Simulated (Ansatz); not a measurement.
`[CH3][In]([OH])[Cl]` + H₂Se → `[CH3][In]([Cl])[SeH]` + H₂O  (ligand exchange at the In–O bond)

Computed with Ansatz on PBE0-D4/def2-TZVP structures; ΔE is electronic, products minus reactants. CCSD(T)/CBS adds triple-zeta CCSD(T) − MP2 to the extrapolated MP2 energy (def2 sets, frozen cores). This one scheme is used for every species. Functionals use def2-TZVPP. B3LYP here is the variant with VWN-RPA as its local correlation; programs differ in this. def2 core potentials past Kr. For In, Se outer-core shells are correlated without core-valence functions, which leaves a few kJ/mol of doubt a bond. Scalar relativity is left out up to krypton. One conformer a species, not always the lowest.

```tsv
level	ΔE (kJ/mol)
B3LYP-D4	-87.5
revPBE	-83.0
BHLYP	-89.0
RPA@PBE/def2-TZVPP	-78.8
CCSD/def2-SVP	-83.0
MP2/def2-QZVPP	-93.6
SCS-MP2/def2-QZVPP	-87.0
MP2/CBS(def2)	-95.5
```

Q: What does CCSD(T)/CBS give? (Estimate.)

A: The calculation gave: -90.1 kJ/mol. The listed levels differ from it by 2.6, 7.1, 1.1, 11.3, 7.1, -3.5, 3.1, -5.4 kJ/mol.

Largest T1 diagnostic among the species: 0.014.

From r2SCAN to r2SCAN0 (25 % exact exchange), in def2-TZVPP and without D4, ΔE moves by −8.0 kJ/mol. Leaving LDA and LC-ωPBE aside and taking each functional with its dispersion term where it has one, the values, not all of them listed here, spread over 16.9 kJ/mol, from HSE06-D4 to B97M-V. LDA lies −4.0 kJ/mol from PBE without D4. The D4 term adds −4.7 kJ/mol with B3LYP and −2.7 kJ/mol with PBE0; it sums over pairs of atoms, weighted by their polarisabilities, and B3LYP, whose exchange is more repulsive, gets the larger term.
